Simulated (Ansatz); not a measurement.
Start from `C[SiH](N)S` and change one element to get `C[SiH](N)[TeH]`.

Ansatz, PBE0-D4/def2-TZVP geometries, multiplicity 1. Each molecule was computed in one conformer, which needn't be the lowest.

Elements past krypton have def2 core potentials.

```
                                          property  `C[SiH](N)S`
                 HOMO energy (PBE/def2-TZVPP) / eV         -5.86
  size of the dipole moment (B3LYP/def2-TZVPP) / D          1.85
size of the dipole moment (ωB97M-V/def2-TZVPP) / D          1.86
              HOMO–LUMO gap (PBE0/def2-TZVPP) / eV          7.69
             LUMO energy (ωB97M-V/def2-TZVPP) / eV          2.18
                 LUMO energy (PBE/def2-TZVPP) / eV         -0.33
```

Task: What does the change do to each property? (An estimate is asked.)

Result: Ansatz gave: 
```
                                          property  `C[SiH](N)[TeH]`  shift
                 HOMO energy (PBE/def2-TZVPP) / eV             -5.22   0.64
  size of the dipole moment (B3LYP/def2-TZVPP) / D              2.15   0.30
size of the dipole moment (ωB97M-V/def2-TZVPP) / D              2.23   0.37
              HOMO–LUMO gap (PBE0/def2-TZVPP) / eV              5.90  -1.79
             LUMO energy (ωB97M-V/def2-TZVPP) / eV              1.43  -0.75
                 LUMO energy (PBE/def2-TZVPP) / eV             -1.16  -0.83
```

With PBE0 the HOMO rises by 0.86 eV and the LUMO falls by 0.92 eV, so the gap narrows by about 1.78 eV. PBE moves the HOMO by 0.64 eV and ωB97M-V by 1.01 eV. Dipoles are sizes alone; their direction can turn.

B3LYP here is the variant with VWN-RPA as its local correlation; programs differ in this.

Spin–orbit coupling is left out; it splits and shifts lone-pair levels of the heavy atoms by tenths of an eV.
